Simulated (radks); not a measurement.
The numbers below are computed, except where a source is named.
Q: All-electron atom: Mn2+ in [Ne] 3s1.75 3p6 3d5 4p0.25 (fractional occupations, a model configuration). Code: a radial shooting solver on a logarithmic mesh with Libxc functionals. Model: Dirac Kohn-Sham, PBE, spin-unpolarised, spherical densities, finite nucleus; open shells fill j = l - 1/2 first; Fermi nuclear charge, rms radius 3.7057 fm. Some entries of the table are withheld. Estimate them.

| orbital | occ. | eigenvalue (hartree) | r(max) (bohr) | <r^2> (bohr^2) |
|---|---|---|---|---|
| 1s1/2 | 2 | -237.0162 | 0.03987 | 0.004988 |
| 2s1/2 | 2 | -28.08111 | (1) | 0.09214 |
| 2p1/2 | 2 | -24.16036 | 0.1867 | 0.07395 |
| 2p3/2 | 4 | -23.77680 | 0.1891 | 0.07560 |
| 3s1/2 | 1.75 | (2) | 0.7359 | 0.8331 |
| 3p1/2 | 2 | (3) | 0.7469 | 0.9413 |
| 3p3/2 | 4 | (4) | 0.7538 | 0.9598 |
| 3d3/2 | 4 | (5) | 0.7545 | 1.606 |
| 3d5/2 | 1 | (6) | 0.7569 | 1.618 |
| 4p1/2 | 0.25 | -0.53792 | 2.631 | 10.52 |
| 4p3/2 | 0 | -0.53392 | 2.652 | 10.67 |

A: 
(1) 2s1/2 r(max) (bohr): 0.2325
(2) 3s1/2 eigenvalue (hartree): -3.89447
(3) 3p1/2 eigenvalue (hartree): -2.77447
(4) 3p3/2 eigenvalue (hartree): -2.72749
(5) 3d3/2 eigenvalue (hartree): -0.96816
(6) 3d5/2 eigenvalue (hartree): -0.96346
